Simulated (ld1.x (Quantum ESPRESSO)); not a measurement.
What one change does to a pseudopotential (europium, TM)

| Property | Result |
| --- | --- |
| Element | europium |
| Generator | ld1.x (Quantum ESPRESSO) 7.5 |
| Type | norm-conserving Troullier–Martins (Kleinman–Bylander form) |
| Functional | PBE |
| Relativity | scalar-relativistic |
| Frozen core | [Kr] 4d10 |
| Valence charge | 17 |
| Reference configuration | 4f6 5s2 5p6 5d1 6s2 6p0 |
| Partial waves | 5s (bound): rc 1.40 bohr; 5p (bound): rc 1.90 bohr; 5d (bound): rc 2.60 bohr; 4f (bound): rc 1.45 bohr |
| Local potential | all-electron potential smoothed inside 1.95 bohr (lloc = -1) |
| Core correction | none |

Occupied shells without a wave of their own: 6s. They enter only through the test configuration that unscreens the potential.

Change: local potential the s channel.

Cutoffs: the cutoffs (Ry, on a coarse ladder) from which the occupation-weighted sum of valence levels, in a spherical-Bessel basis at the reference potential, stays within 10 and 1 mRy of its value at 400 Ry; they do not see the model core or the augmentation charge, which bear on the density cutoff. Errors are all-electron minus pseudo energies relative to the spin-unpolarised reference configuration.

**Question.** Predict the effect on cutoff, ghosts and configuration errors.

**Answer.** The potential gets neither clearly harder nor softer (180 Ry and 300 Ry → 180 Ry and 300 Ry); of the 7 tests that both files solve, the error grows in 3 and shrinks in 0 by more than 15 % and 0.3 meV (median size 73.6 → 82.8 meV); the range in which the s phases agree narrows (upper end at the end of the scan → 0.0); neither file shows a bound ghost.

```tsv
quantity	base	changed
cutoff, loose	180 Ry	180 Ry
cutoff, tight	300 Ry	300 Ry
bound ghosts	none	none
error for 4f7 5s2 5p6 5d0 6s2 6p0, meV [ΔE -3.39 eV]	-96	-83
error for 4f7 5s2 5p6 5d0 6s1 6p0, meV [ΔE 2.62 eV]	-77	-132
error for 4f7 5s2 5p6 5d0 6s0 6p0, meV [ΔE 13.86 eV]	-44	-212
error for 4f6 5s2 5p6 5d0 6s2 6p0, meV [ΔE 6.14 eV]	-3.2	-3.6
error for 4f7 5s2 5p5 5d0 6s2 6p0, meV [ΔE 25.40 eV]	-113	-121
error for 4f7 5s2 5p6 5d0.5 6s1.5 6p0, meV [ΔE -2.34 eV]	-74	-79
error for 4f6 5s2 5p6 5d1 6s1 6p0, meV [ΔE 6.55 eV]	+23	-63
s: phases at 2.86 bohr within 0.05 rad from the reference energy up to (Ry; the scan ends near 5)	to the end of the scan	0.0
p: phases at 2.86 bohr within 0.05 rad from the reference energy up to (Ry; the scan ends near 5)	0.9	0.9
d: phases at 2.86 bohr within 0.05 rad from the reference energy up to (Ry; the scan ends near 5)	2.5	2.7
f: phases at 2.86 bohr within 0.05 rad from the reference energy up to (Ry; the scan ends near 5)	1.1	1.2
```

Changed file: The 6s level has no wave, so the channel is fitted at the deeper level alone: the likely source of the large errors.
